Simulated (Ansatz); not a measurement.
Reaction (SMILES): FSF → F atom + F[S] (F-S)
B3LYP-D3(BJ)/def2-TZVP geometries, fixed; electronic energies without zero-point terms.
Largest species:
```xyz
3

F     -1.2130    -0.5047     0.0161
S     -0.0057     0.5532     0.0075
F      1.2232    -0.4788    -0.0294
```

Basis-set convergence of the bond dissociation energy at r2SCAN with Ansatz (a program for electronic structure). Cartesian d functions, on some or all atoms, in 6-31G**; all else is spherical. The program fits the integrals of some runs and decomposes those of others, by size. Open shells are unrestricted. No added dispersion term, no relativity. Functions are those of the species that has most. Reference: the value in aug-cc-pV(5+d)Z, 91.09 kcal/mol, itself unsure by roughly 0.12 kcal/mol (its mean distance from pcseg-4, aug-pcseg-3, aug-cc-pV(Q+d)Z). Deviations are taken from unrounded values.

```csv
basis,functions,bond dissociation energy (kcal/mol),minus reference (kcal/mol)
STO-3G,19,70.18,-20.91
3-21G,31,65.97,-25.12
pcseg-1,46,82.08,-9.01
6-31G**,49,86.28,-4.81
cc-pV(D+d)Z,51,84.33,-6.76
def2-SVPD,73,85.20,-5.88
"6-311++G(2d,2p)",89,85.88,-5.21
cc-pV(T+d)Z,99,90.22,-0.87
def2-TZVPP,104,90.07,-1.02
def2-TZVPPD,131,90.32,-0.77
aug-pcseg-2,142,90.56,-0.53
aug-cc-pV(Q+d)Z,249,90.96,-0.13
pcseg-4,307,91.20,0.11
```

The smallest set listed that lies within 2 kcal/mol of the reference with all its larger relatives (same family, alike in diffuse functions; a set with none counts only in the reference's own line) is cc-pV(T+d)Z (99 functions, -0.87 kcal/mol off). Inside, with no larger relative to test it: pcseg-4. (Relatives not listed, tested too: cc-pV(Q+d)Z -0.09, def2-QZVP -0.33, def2-QZVPP -0.33, def2-QZVPPD -0.30, aug-pcseg-3 0.12, cc-pV(5+d)Z -0.03, aug-cc-pV(5+d)Z 0.00 kcal/mol.)
